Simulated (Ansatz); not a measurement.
Stepwise reaction of `N[Si](O)(F)F` with ammonia, as a gas-phase model of exchange steps in deposition or etching. ΔE in kJ/mol; ΔG adds harmonic PBE0-D4 terms to CCSD(T)/CBS, at 1 bar.

Isolated molecules relaxed with PBE0-D4/def2-TZVP in Ansatz; ΔE leaves out vibrations. CCSD(T)/CBS is the MP2 limit (def2-TZVPP, def2-QZVPP) plus CCSD(T) − MP2 in def2-TZVPP, frozen cores. This one scheme is used for every species. DFT in def2-TZVPP. B3LYP here is the variant with VWN-RPA as its local correlation; programs differ in this. One conformer a species, not always the lowest.

```csv
step,reaction,PBE-D4,B3LYP-D4,ωB97M-V,CCSD(T)/CBS,ΔG(400 K)
1,`N[Si](O)(F)F` + NH₃ → `N[Si](N)(O)F` + H–F,79.3,84.3,84.2,82.7,81.4
```

Q: Give the row of step 2, `N[Si](N)(O)F` + NH₃ → `N[Si](N)(N)O` + H–F. (Estimate.)

A: The calculation gave: 
| step | reaction | PBE-D4 | B3LYP-D4 | ωB97M-V | CCSD(T)/CBS | ΔG(400 K) |
| --- | --- | --- | --- | --- | --- | --- |
| 2 | `N[Si](N)(O)F` + NH₃ → `N[Si](N)(N)O` + H–F | 93.6 | 100.3 | 99.4 | 95.5 | 97.2 |

Q: By hand: ΔE of the 2 steps together at CCSD(T)/CBS.

A: (82.7) + (95.5) = 178.2 kJ/mol, or 89.1 kJ/mol a step.

In ΔE each step is higher than the one before. All are uphill at CCSD(T)/CBS. ΔG lies between 81.4 and 97.2 kJ/mol a step. PBE-D4 differs from CCSD(T)/CBS by -3.4 to -1.9 kJ/mol a step. Isolated molecules leave out the surface, adducts and barriers. Largest T1 diagnostic: 0.011.
